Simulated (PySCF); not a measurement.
ClFH₅NSi₂, SMILES N[Si@@H](Cl)[SiH2]F. Geometry optimised at r2SCAN-D4/def2-SVP. The structure was generated by enumeration; whether it is a known compound was not checked. One conformer was computed; it need not be the lowest.

Question: Give the equilibrium geometry at r2SCAN-D4/def2-SVP (PySCF confirms it by a frequency run) as a Z-matrix. (An estimate is asked for; the answer gives what the named calculation found.)

Answer: Several could match; the one computed here: 
```
Si
N 1 1.7155
H 2 1.0157 1 120.96
H 2 1.0162 3 110.94 1 -149.82
H 1 1.4872 2 107.19 3 173.94
Cl 1 2.1130 5 106.31 2 -124.10
Si 1 2.3351 5 116.97 2 125.43
F 7 1.6343 1 111.77 5 -62.86
H 7 1.4907 8 108.26 1 -121.94
H 7 1.4940 9 109.48 8 117.56
```
Charge 0, spin multiplicity 1.
